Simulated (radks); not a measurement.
The numbers below are computed, except where a source is named.
Species: In+. Configuration: [Kr] 4d10 5s2. Code: a radial shooting solver on a logarithmic mesh with Libxc functionals. Model: scalar-relativistic Kohn-Sham, LDA (Slater exchange, Perdew-Wang correlation), spin-polarised, spherical densities, finite nucleus; Fermi nuclear charge, rms radius 4.6156 fm.

Local quantities along the radius. ELF = 1/(1 + alpha^2) is the electron localisation function; alpha = (tau - tau_W)/tau_unif compares the Pauli kinetic energy density with that of the uniform gas (summed over spins); s = |grad rho|/(2 (3 pi^2)^(1/3) rho^(4/3)) is the reduced gradient; 4 pi r^2 rho is in e/bohr; -r V(r) is the screened charge that the Kohn-Sham potential of spin up presents (atomic units). tau is taken from the large components.

r (bohr)	ELF	alpha	s	4 pi r^2 rho	-r V(r)
0.002093	0.999	0.02398	0.5735	5.172	48.49
0.002417	0.999	0.02473	0.5527	6.556	48.41
0.002769	0.999	0.02568	0.5369	8.164	48.32
0.003198	0.999	0.02700	0.5239	10.24	48.22
0.003693	0.999	0.02871	0.5144	12.77	48.09
0.004265	0.999	0.03092	0.5084	15.80	47.95
0.004926	0.999	0.03378	0.5057	19.38	47.79
0.005644	0.999	0.03726	0.5062	23.28	47.61
0.006518	0.998	0.04206	0.5101	27.97	47.40
0.007527	0.998	0.04845	0.5174	33.16	47.16
0.008693	0.997	0.05708	0.5285	38.74	46.88
0.00996	0.995	0.06821	0.5426	44.15	46.58
0.0115	0.993	0.08468	0.5619	49.77	46.22
0.01328	0.988	0.1085	0.5857	54.89	45.81
0.01534	0.980	0.1438	0.6141	59.06	45.35
0.01772	0.962	0.1977	0.6465	61.88	44.84
0.0203	0.929	0.2757	0.6789	63.00	44.29
0.02344	0.860	0.4035	0.7107	62.49	43.65
0.02707	0.736	0.5992	0.7303	60.50	42.93
0.03127	0.566	0.8761	0.7220	57.72	42.14
0.03582	0.417	1.181	0.6716	55.37	41.31
0.04137	0.328	1.431	0.5671	54.39	40.35
0.04778	0.323	1.449	0.4363	56.00	39.29
0.05518	0.398	1.230	0.3308	60.61	38.14
0.06372	0.532	0.9377	0.2852	67.48	36.89
0.07301	0.658	0.7215	0.2954	74.31	35.62
0.08431	0.739	0.5937	0.3442	79.39	34.17
0.09737	0.756	0.5686	0.4139	79.97	32.62
0.1125	0.698	0.6578	0.4867	75.30	30.98
0.1288	0.563	0.8809	0.5319	67.57	29.36
0.1488	0.391	1.249	0.5079	59.38	27.56
0.1718	0.311	1.487	0.3867	55.11	25.70
0.1984	0.374	1.294	0.2543	56.56	23.79
0.2292	0.544	0.9149	0.2165	61.68	21.85
0.2626	0.692	0.6666	0.2669	65.34	20.02
0.3032	0.764	0.5551	0.3733	63.27	18.12
0.3502	0.748	0.5807	0.5140	53.65	16.29
0.4045	0.604	0.8101	0.6679	39.71	14.54
0.4634	0.341	1.390	0.7398	27.74	12.96
0.5351	0.188	2.078	0.5612	20.54	11.35
0.618	0.279	1.609	0.2729	19.35	9.837
0.7138	0.564	0.8794	0.2143	21.06	8.401
0.8243	0.735	0.6006	0.3064	21.89	7.053
0.9444	0.759	0.5641	0.4293	20.19	5.901
1.091	0.704	0.6478	0.5681	16.25	4.852
1.26	0.589	0.8357	0.7087	11.66	3.997
1.455	0.444	1.119	0.8391	7.749	3.324
1.667	0.334	1.412	0.9388	5.102	2.835
1.925	0.281	1.601	1.022	3.279	2.445
2.223	0.291	1.559	1.125	2.126	2.159
2.567	0.354	1.352	1.309	1.355	1.947
2.965	0.444	1.118	1.642	0.8136	1.785
3.397	0.526	0.9487	2.171	0.4562	1.657
3.923	0.584	0.8442	3.111	0.2148	1.536
4.53	0.597	0.8209	4.758	0.08441	1.422
5.232	0.558	0.8907	7.812	0.02677	1.315
5.994	0.462	1.080	13.41	0.007211	1.223
6.923	0.303	1.518	25.95	0.001367	1.142
7.995	0.139	2.484	55.59	0.0001885	1.081

On this mesh the ELF has minima near r = 0.048, 0.17, 0.54, 1.9 bohr, which separate the shells, and maxima near 0.097 (0.76), 0.30 (0.76), 0.94 (0.76), 4.5 (0.60).
